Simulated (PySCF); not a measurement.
Ge(Me)(SH)3 (CH6GeS3), SMILES [CH3][Ge]([SH])([SH])[SH]. Geometry optimised at B3LYP-D3(BJ)/def2-SVP. One conformer was computed; it need not be the lowest.

The numbers are results of B3LYP-D3(BJ)/def2-SVP (PySCF), not measurements.

Harmonic wavenumbers (cm⁻¹): 83, 110, 113, 122, 145, 158, 164, 211, 237, 356, 395, 402, 601, 695, 729, 745, 815, 829, 1253, 1430, 1430, 2668, 2676, 2677, 3047, 3153, 3160. Rotational constants (GHz): 1.566, 1.442, 1.121; symmetry number 1.

Work out the zero-point energy and the ideal-gas rigid-rotor harmonic-oscillator thermochemistry at 298.15 K and 1 atm.

ZPE = ½ Σ hcν = ½ × 28404 cm⁻¹ = 169.89 kJ/mol. H − E(el) = 199.38 kJ/mol. Entropy in J/(mol K): translation 173.98, rotation 122.30, vibration 124.87, total 421.15. G − E(el) = 73.82 kJ/mol. Cp = 144.40 J/(mol K). Modes under 150 cm⁻¹ make the vibrational entropy uncertain.
